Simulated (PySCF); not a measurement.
Rubidium: a sound run and one with changed settings

Sound run: Rb [Kr] 5s1, Rb⁺ [Kr]. Computed with PySCF 2.14 in cc-pVDZ-X2C (6s5p3d, 36 functions), with scalar relativity by spin-free X2C-1e. The sound run starts from symmetry-adapted Hartree-Fock orbitals and uses a fine grid where one is needed.

Changed run: initial guess atom, at most 50 SCF cycles.

```csv
species,method,sound run (hartree),changed run (hartree),converged
Rb,UHF,-2979.14283,-2979.14283,yes
Rb,B3LYP,-2981.04846,-2981.04846,yes
Rb,PBE0,-2980.70356,-2980.70356,yes
Rb⁺,UHF,-2979.00309,-2979.00309,yes
Rb⁺,B3LYP,-2980.89009,-2980.89009,yes
Rb⁺,PBE0,-2980.54948,-2980.54948,yes
```

Here the plain start reaches the same solutions.
